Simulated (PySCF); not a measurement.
Predicted microwave data (PySCF, PBE0-D3(BJ)/def2-SVP geometry optimisation, gas phase) for one isomer of BrGeH5OSi:

```
Rotational constants : A = 4280, B = 790.8, C = 679.0 MHz
Dipole components    : |μa| = 1.53 D, |μb| = 0.09 D, |μc| = 0.08 D
Inertial defect      : -12.78 u·Å²
κ                    : -0.94
```

Question: Which candidate fits, each taken in the one conformer that was computed?
A. `[GeH3:1][O:2][SiH2:3][Br:4]` with Ge1–O2–Si3–Br4 10°
B. `[SiH3:1][O:2][GeH2:3][Br:4]` with Si1–O2–Ge3–Br4 -35°

Answer: A. It is [GeH3][O][SiH2]Br, a near-prolate asymmetric top. The candidates at the same level (rigid rotor, commonest isotopes):

| SMILES | A (MHz) | B (MHz) | C (MHz) | μa (D) | μb (D) | μc (D) | Δ (u·Å²) | point group | rotor |
| --- | --- | --- | --- | --- | --- | --- | --- | --- | --- |
| [GeH3][O][SiH2]Br | 4280 | 790.8 | 679.0 | 1.53 | 0.09 | 0.08 | -12.78 | – | near-prolate asymmetric top |
| [SiH3][O][GeH2][Br] | 2975 | 1194 | 875.1 | 0.29 | 1.16 | 0.38 | -15.43 | C1 | asymmetric top |

`[SiH3][O][GeH2][Br]` has B 51 % too high. No structure here is proved a minimum.
